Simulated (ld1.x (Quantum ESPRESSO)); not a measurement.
thallium (Tl), TM semilocal: configuration errors across variants

thallium, norm-conserving Troullier–Martins (semilocal form), made with ld1.x (Quantum ESPRESSO) 7.5 (Wu–Cohen, scalar-relativistic). Core [Xe], reference 4f14 5d10 6s1.75 6p1.25. Waves: 6s (bound): rc 1.60 bohr; 6p (bound): rc 2.60 bohr; 4f (bound): rc 0.90 bohr; 5d (bound): rc 1.65 bohr. Local part: the d channel. Core correction: a·sin(br)/r model core inside 0.70 bohr.

All-electron excitation energies from the reference (eV): (1) 4f14 5d10 6s2 6p1 -1.832; (2) 4f14 5d10 6s2 6p0 3.297; (3) 4f14 5d10 6s1 6p0 24.160; (4) 4f14 5d9 6s2 6p1 19.392; (5) 4f14 5d10 6s1 6p1 11.697; (6) 4f14 5d9 6s2 6p2 12.852; (7) 4f14 5d9 6s0 6p0 106.167.

A semilocal file is local in each channel, so a ghost entry of none says nothing of the separable form that plane-wave codes build from it.

Tests that are not counted but printed errors over 1 eV. “all radii but the core radius scaled by about 0.87 (s 1.38, p 2.26, d 1.44, f 0.78 bohr)”: all (the test run did not reproduce the reference configuration, from which every error is measured).

1 further variants failed, have other tests or too few solved ones, and are left out.

A true bound ghost makes a file unfit for plane-wave use even where its test errors are small: the radial tests pick states by their node count and pass the ghost by. Where a test does run into it, the solver fails or the error is huge.

Errors AE − PS in meV (a dash: test not solved or not reliable):

| change | (1) | (2) | (3) | (4) | (5) | (6) | (7) | bound ghosts |
| --- | --- | --- | --- | --- | --- | --- | --- | --- |
| base | +0.4 | -5.6 | -17 | -14 | -2.1 | -58 | -79 | not determined |
| all radii but the core radius scaled by about 0.87 (s 1.38, p 2.26, d 1.44, f 0.78 bohr) | – | – | – | – | – | – | – | s |
| all radii but the core radius scaled by about 0.95 (s 1.52, p 2.46, d 1.56, f 0.86 bohr) | +0.4 | -6.4 | -13 | +16 | -1.2 | -33 | -93 | not determined |
| all radii but the core radius scaled by about 1.08 (s 1.72, p 2.80, d 1.78, f 0.96 bohr) | +0.5 | -4.9 | -20 | -32 | -2.7 | -70 | -76 | not determined |
| all radii but the core radius scaled by about 1.27 (s 2.02, p 3.30, d 2.10, f 1.14 bohr) | +0.6 | -3.8 | -31 | -42 | -1.1 | -63 | -122 | not determined |
| all radii but the core radius scaled by about 1.37 (s 2.20, p 3.56, d 2.26, f 1.24 bohr) | +1.0 | -4.1 | -39 | -27 | +1.9 | -41 | -182 | not determined |

Problem. Give the same row for: all radii but the core radius scaled by about 1.19 (s 1.90, p 3.10, d 1.96, f 1.08 bohr).

Solution. +0.5, -4.0, -26, -45, -2.7, -74, -92; bound ghosts: not determined.
